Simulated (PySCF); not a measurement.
**C⁺ (carbon, charge +1) across methods**

[He] 2s2 2p1, 2P determinant. Computed with PySCF 2.14 in aug-cc-pV5Z, with the non-relativistic Hamiltonian (point nucleus).

| method | E (hartree) | mean ε 2s α (eV) | mean ε 2s β (eV) | mean ε 2p α (eV) | Σ⟨r²⟩ (bohr²) | ⟨S²⟩ |
| --- | --- | --- | --- | --- | --- | --- |
| r2SCAN | -37.4060 | -26.638 | -24.875 | -18.655 | 8.024 | 0.755 |
| PBEsol | -37.2039 | -26.061 | -24.554 | -17.782 | 8.094 | 0.752 |
| BHandHLYP | -37.4321 | -29.948 | -27.624 | -21.664 | 8.024 | 0.753 |
| LDA | -37.0404 | -26.107 | -24.596 | -17.812 | 8.125 | 0.751 |
| TPSSh | -37.4427 | -27.334 | -25.453 | -19.125 | 7.992 | 0.753 |
| UHF | -37.29679 | -33.306 | -29.588 | -24.883 | 8.051 | 0.757 |
| PBE0 | -37.3841 | -28.138 | -26.232 | -19.798 | 8.031 | 0.753 |
| PBE | -37.3743 | -26.161 | -24.699 | -17.957 | 8.062 | 0.752 |
